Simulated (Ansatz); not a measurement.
`C[CH2][Mg][CH3]` + `N[BH][GeH3]` → `C[CH2][Mg][NH2]` + `C[BH][GeH3]`  (redistribution)

Calculated with Ansatz (gas phase, PBE0-D4/def2-TZVP geometries, no zero-point term in ΔE). CBS: MP2 limit from def2 TZ/QZ plus the TZ coupled-cluster correction, frozen cores. Functionals use def2-TZVPP. B3LYP here is the variant with VWN-RPA as its local correlation; programs differ in this. For Ge, Mg outer-core shells are correlated without core-valence functions, which leaves a few kJ/mol of doubt a bond. Scalar relativity is left out up to krypton. One conformer a species, not always the lowest.

CCSD(T)/CBS gives +0.74 eV.

Problem. Another level gave +0.76 eV. Which?
A. PBE/def2-TZVPP
B. LDA (SPW92)/def2-TZVPP
C. SCS-MP2/def2-TZVPP
D. B3LYP/def2-TZVPP

Solution. D. B3LYP 0.76, PBE 0.81, LDA (SPW92) 0.89, SCS-MP2/def2-TZVPP 0.71 eV.

Largest T1 diagnostic among the species: 0.013.

At CCSD(T), def2-SVP lies +0.11 eV from the extrapolated value and def2-TZVPP +0.01 eV. From BLYP to BHLYP (50 % exact exchange), in def2-TZVPP and without D4, ΔE moves by −0.05 eV. In def2-TZVPP, CCSD(T) changes the Hartree–Fock value by +0.11 eV (the triples alone add +0.03 eV) and MP2 by +0.09 eV.
